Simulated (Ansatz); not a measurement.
Born–Oppenheimer molecular dynamics of Cl2GaH5Si (9 atoms, charge 0, multiplicity 1). It starts at the highest image of a converged band. Of that band: Neighbouring images differ by up to 1.5 eV, so the band resolves the path poorly. A vibrational analysis at the climbing image gives one clearly imaginary mode, 1365i cm⁻¹, and a faint second one (38i cm⁻¹) that may be numerical noise or a soft torsion: probably a first-order saddle point.

Theory: RKS PBE0/def2-SVP in Ansatz.

```
ensemble                      : NVE (velocity Verlet)
time step                     : 0.5 fs
steps asked                   : 200
starting velocities drawn for : 100 K
seed                          : 4016
```

First frame:

```xyz
9
Properties=species:S:1:pos:R:3
Ga 0.004 -0.229 -0.019
H -0.002 0.412 1.572
Cl 1.856 0.193 -1.002
Cl -1.924 0.035 -0.911
Si 0.137 -2.636 0.995
H -0.689 -3.345 -0.029
H 1.558 -3.086 0.951
H -0.439 -2.912 2.348
H 0.043 -0.766 1.538
```

How far do the bonds stretch over the last three quarters of this one trajectory? (Pairs bonded in most of those frames.)


```tsv
bond	mean (Å)	spread (Å)	shortest	longest
Ga1–H2	1.578	0.075	1.45	1.69
Ga1–Cl3	2.185	0.031	2.15	2.23
Ga1–Cl4	2.182	0.048	2.09	2.24
Si5–H6	1.496	0.007	1.48	1.51
Si5–H7	1.490	0.012	1.47	1.51
Si5–H8	1.499	0.034	1.44	1.56
Si5–H9	1.524	0.089	1.34	1.68
```

Pairs bonded in part of these frames only: Ga1–Si5 21 %, Ga1–H9 16 %.

Mean temperature of the second half: 1543 K. The conserved energy stayed within 0.25 meV per atom of its start (net change 0.024 meV per atom), so the integration is sound. The kinetic energy rose, since the run started high on the potential surface and went downhill. It ends in pieces (Cl2GaH + H4Si), so much of that is their flight and rotation, not heat. A run of 0.1 ps of so small a system gives no equilibrium averages. The orbitals stay closed-shell, which can raise the energy where a bond breaks towards radicals; this wasn't checked here.

Time of the run: 6.2 min on 4 threads of Arm Neoverse V2, on a shared host, peak memory 0.29 GiB.
